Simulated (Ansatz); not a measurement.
Relaxation of B2GeH6 (9 atoms, charge 0, multiplicity 1), to a largest force component of 0.015 eV/Å in at most 40 steps.

These are results of RKS BHLYP/def2-SVP (Ansatz 0.2.0), not measurements.

```xyz
9
Properties=species:S:1:pos:R:3
B -1.006 0.650 -1.196
Ge 0.652 0.265 -0.148
B 0.233 -0.963 1.371
H -1.347 -0.055 -2.062
H -1.706 1.540 -0.910
H 1.303 1.533 0.336
H 1.735 -0.300 -1.026
H 0.256 -2.122 1.231
H -0.119 -0.548 2.404
```

**Question.** Where does it end, and by what steps?

**Answer.** The run converged. After 4 steps the energy has fallen by 0.164 eV; H6 moved furthest, 0.08 Å.

```tsv
step	energy less start (eV)	largest force component (eV/Å)	accepted
0	0.0000	0.805	yes
1	-0.1306	0.422	yes
2	-0.1587	0.225	yes
3	-0.1640	0.040	yes
4	-0.1644	0.010	yes
```

```xyz
9
Properties=species:S:1:pos:R:3
B -1.033 0.664 -1.223
Ge 0.699 0.284 -0.158
B 0.235 -0.988 1.405
H -1.369 -0.052 -2.122
H -1.741 1.586 -0.935
H 1.292 1.597 0.381
H 1.753 -0.361 -1.074
H 0.274 -2.176 1.260
H -0.110 -0.555 2.467
```

Whether the end is a true minimum wasn't checked by a vibrational analysis.

Run time: 22 s on 1 thread of Arm Neoverse V1, on a shared host, peak memory 0.18 GiB.
